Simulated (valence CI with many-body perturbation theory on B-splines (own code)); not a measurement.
The numbers below are computed, except where a source is named.
Xe32+: input, log and results

Method: configuration interaction combined with many-body perturbation theory (CI+MBPT): four valence electrons over a frozen Dirac-Fock core [Ar], a basis of 7 s, 7 p, 8 d, 6 f, 4 g, 1 h functions for each j, with the one-electron correlation potential Σ1 (screened to all orders), the two-electron term Σ2, the three-electron term Σ3, Breit, model QED; selected single and double excitations, second order for the rest, scaled by the run's own slope (own B-spline code, finite nucleus).

Command, and the settings that its task file holds:

```sh
python run_cv.py task.json out
```

```
atom Xe  Z=54  mass_number=132  rms_radius_fm=4.7859
core [Ar]
valence 3d4
avg = 1
basis = M
beyond = 1
breit = 1
cap = 32000
capref = 2200
cscale = 1
de = 0.0
dress = 0
eps = 2e-08
extrap = 1
h = 0.27
hh = 1
l2 = 3
lcore = 6
maxit = 60
n2 = 5
natural = 1
nlev = 190
nno = [4, 4, 5, 4, 3, 1]
nroot = 40
nsp = [3, 3, 3, 2, 1, 0]
pt2 = 1
qed = 1
rpa = 1
s1 = 1
s2 = 1
s3 = 1
screen = 1
tol = 2e-05
whole = 1
```

It took 26 s on 1 thread of Intel(R) Xeon(R) Processor @ 2.30GHz (shared host).

Log. The first blocks belong to the next ion, which gives the ionisation energy. Fields: 2J, parity (1 odd), roots, reference size, generating configurations, candidates as configurations/state functions, variational space P, stored matrix elements, Davidson steps; e2 is the range of second-order energies in hartree. The first line gives the box (bohr), its intervals, the orbitals and the steps of their self-consistent field. Window is the range of levels sought, series limit the energy at which the first omitted orbital would enter, core excitation an estimate of the first excitation out of the core, left out the lowest levels not solved, and shifts from estimates the range by which levels moved from their first estimate, all in cm⁻¹.

```
rmax 3.5 intervals 58 orbitals 59 references ['3d4', '3d3 4s', '3d3 4p'] scf 4 t 0.8
2J=3 par=0 roots 2 ref 41 generators 4 cand 1214/3151 P 1236/3192 nnz 2.8e+06 it 5
2J=3 par=0 roots 2 ref 41 generators 5 cand 304/758 P 1540/3950 nnz 4e+06 it 4
   second order: generators 7 cand 1738/4092 e2 -0.00000 -0.00000
2J=5 par=0 roots 2 ref 45 generators 3 cand 982/3128 P 1003/3173 nnz 2.8e+06 it 4
2J=5 par=0 roots 2 ref 45 generators 4 cand 518/1349 P 1521/4522 nnz 5.3e+06 it 4
   second order: generators 6 cand 1861/5286 e2 -0.00001 -0.00001
2J=7 par=0 roots 2 ref 35 generators 2 cand 999/3164 P 1017/3199 nnz 2.9e+06 it 4
2J=7 par=0 roots 2 ref 35 generators 2 cand 493/1389 P 1510/4588 nnz 5.7e+06 it 4
   second order: generators 6 cand 1758/5099 e2 -0.00001 -0.00001
reference levels 1454, estimated 34, window 778412 1/cm; series limit 12738278, core excitation 1560410
2J=0 par=0 roots 5 ref 37 generators 4 cand 924/1616 P 2204/4125 nnz 3.4e+06 it 4
2J=0 par=0 roots 5 ref 37 generators 4 cand 155/251 P 2359/4376 nnz 3.8e+06 it 3
   second order: generators 8 cand 4890/12751 e2 -0.00004 -0.00000
2J=2 par=0 roots 4 ref 93 generators 3 cand 791/3795 P 1271/6387 nnz 9.1e+06 it 4
2J=2 par=0 roots 4 ref 93 generators 3 cand 1087/4851 P 2358/11238 nnz 2.6e+07 it 5
   second order: generators 4 cand 1881/14265 e2 -0.00001 -0.00000
2J=4 par=0 roots 8 ref 133 generators 4 cand 527/3740 P 870/6365 nnz 9.3e+06 it 8
2J=4 par=0 roots 8 ref 133 generators 4 cand 1578/10193 P 2448/16558 nnz 5.7e+07 it 7
   second order: generators 5 cand 1866/20799 e2 -0.00001 -0.00000
2J=8 par=0 roots 7 ref 121 generators 4 cand 476/3823 P 786/6356 nnz 9.6e+06 it 5
2J=8 par=0 roots 7 ref 121 generators 4 cand 1580/11078 P 2366/17434 nnz 6.5e+07 it 8
   second order: generators 6 cand 3498/39918 e2 -0.00001 -0.00001
2J=6 par=0 roots 6 ref 136 generators 3 cand 439/3778 P 755/6393 nnz 9.8e+06 it 5
2J=6 par=0 roots 6 ref 136 generators 3 cand 1606/11497 P 2361/17890 nnz 6.8e+07 it 6
   second order: generators 4 cand 1928/24450 e2 -0.00001 -0.00001
2J=10 par=0 roots 2 ref 88 generators 2 cand 542/3828 P 918/6396 nnz 9.9e+06 it 4
2J=10 par=0 roots 2 ref 88 generators 2 cand 1138/7256 P 2056/13652 nnz 4.2e+07 it 5
   second order: generators 2 cand 368/2187 e2 -0.00001 -0.00001
2J=12 par=0 roots 2 ref 56 generators 2 cand 658/3840 P 1169/6321 nnz 9.6e+06 it 4
2J=12 par=0 roots 2 ref 56 generators 2 cand 816/4441 P 1985/10762 nnz 2.7e+07 it 4
   second order: generators 2 cand 204/1194 e2 -0.00001 -0.00001
left out: unestimated 6588174, estimated none, shifts from estimates -315 to 55
operators 1.2
```

The Davidson iterations converged.

The last digits are not significant, and no measured levels were compared; by estimate large intervals hold to a few tenths of a per cent, small ones and those within an open d or f shell to about a per cent. Only levels of the ground parity were solved; by the run's estimate the other parity begins above the list, which can be wrong where configurations are misplaced.

* Valence energy: -317.8122 hartree
* Ionisation energy: 2023.4 eV (NIST: 2023 ± 4 eV (theoretical))
* Reference configurations for the orbitals: 3d4, 3d3 4s, 3d3 4p
* Radial orbitals: 59
* Box radius: 3.473 bohr
* Largest variational space: 17890
* Lowest levels: (3d3/2^4) J=0 0, (3d3/2^3 3d5/2) J=1 80500, (3d3/2^3 3d5/2) J=2 127770, (3d3/2^3 3d5/2) J=4 146220, (3d3/2^3 3d5/2) J=3 151810, (3d3/2^2 3d5/2^2) J=0 [a] 214700, (3d3/2^2 3d5/2^2) J=4 [a] 226420, (3d3/2^2 3d5/2^2) J=2 [a] 245510, (3d3/2^2 3d5/2^2) J=3 [a] 245740, (3d3/2^2 3d5/2^2) J=5 264660, (3d3/2^2 3d5/2^2) J=1 273770, (3d3/2^2 3d5/2^2) J=6 280160, (3d3/2^2 3d5/2^2) J=4 [b] 302050, (3d3/2^2 3d5/2^2) J=2 [b] 309190 cm⁻¹

Levels are named by their leading jj configuration (3d3/2^4 stands for four electrons in 3d with j = 3/2), which in mixed levels can hold well under half, so a name can repeat and another be missing. Letters in brackets count levels of one name in rising energy.
